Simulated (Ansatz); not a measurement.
(GeO)n: revPBE-D4/def2-TZVP single points in Ansatz on relaxed structures, gas phase. Each cluster is the lowest isomer that a short search found in that spin, judged at the geometry's level, and lower ones may exist. Binding counts from free atoms in the multiplicity of their measured ground term, without zero-point energy. Singlets are spin-restricted. The structures are stationary points that may keep the symmetry of their start.

```tsv
species	atoms	state	geometry	HOMO (eV)	LUMO (eV)	gap (eV)	binding per atom (eV)	lowest of the spins relaxed	point group (within 0.1 Å)
Ge2O2	4	singlet	PBE-D4/def2-SVP	-5.90	-3.15	2.75	4.04	singlet, of singlet/triplet/quintet	D2h
Ge3O3	6	singlet	r2SCAN-D4/def2-SVP	-5.99	-2.75	3.25	4.23	–	D3h
Ge5O5	10	singlet	r2SCAN-D4/def2-SVP	-5.57	-3.17	2.40	4.28	–	–
```

The gap (eV) runs from 2.40 (Ge5O5) to 3.25 (Ge3O3). The binding per atom (eV) runs from 4.04 (Ge2O2) to 4.28 (Ge5O5).
